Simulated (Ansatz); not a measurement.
`C=C[SiH](F)N[SiH2]F`. Charge 0, multiplicity 1. The geometry is a stationary point of PBE0-D4/def2-TZVP. It is one conformer, not always the lowest.

```xyz
14

C     0.081   -2.402   -0.267
C     0.162   -1.206   -0.845
Si    1.285    0.095   -0.176
F     2.260    0.630   -1.327
N     0.369    1.422    0.420
Si   -1.327    1.627    0.490
F    -1.966    0.946    1.790
H     0.671   -2.653    0.610
H    -0.574   -3.184   -0.640
H    -0.446   -1.011   -1.725
H     2.169   -0.461    0.875
H     0.905    2.146    0.883
H    -1.629    3.073    0.588
H    -1.959    0.978   -0.676
```

What is the dipole moment at PBE/def2-TZVPP? (Estimate.)

Ansatz gave: 0.21 D, with components (-0.07, -0.19, 0.08) D in this frame, pointing from negative to positive charge.

And with r2SCAN, B3LYP, ωB97M-V? (An estimate is asked.)

Computed: r2SCAN 0.24 D, B3LYP 0.23 D, ωB97M-V 0.24 D.

Give the Mulliken charges with PBE, r2SCAN, B3LYP in def2-TZVPP. (Best estimate.)

Ansatz gave: 
| atom | PBE | r2SCAN | B3LYP |
| --- | --- | --- | --- |
| C1 | -0.16 | -0.10 | -0.17 |
| C2 | -0.20 | -0.26 | -0.25 |
| Si3 | 0.54 | 0.68 | 0.65 |
| F4 | -0.28 | -0.32 | -0.32 |
| N5 | -0.26 | -0.38 | -0.32 |
| Si6 | 0.49 | 0.61 | 0.59 |
| F7 | -0.28 | -0.32 | -0.33 |
| H8 | 0.09 | 0.08 | 0.10 |
| H9 | 0.10 | 0.08 | 0.11 |
| H10 | 0.09 | 0.09 | 0.11 |
| H11 | -0.11 | -0.11 | -0.11 |
| H12 | 0.13 | 0.14 | 0.12 |
| H13 | -0.08 | -0.09 | -0.09 |
| H14 | -0.09 | -0.09 | -0.09 |

B3LYP here is the variant with VWN-RPA as its local correlation; programs differ in this.
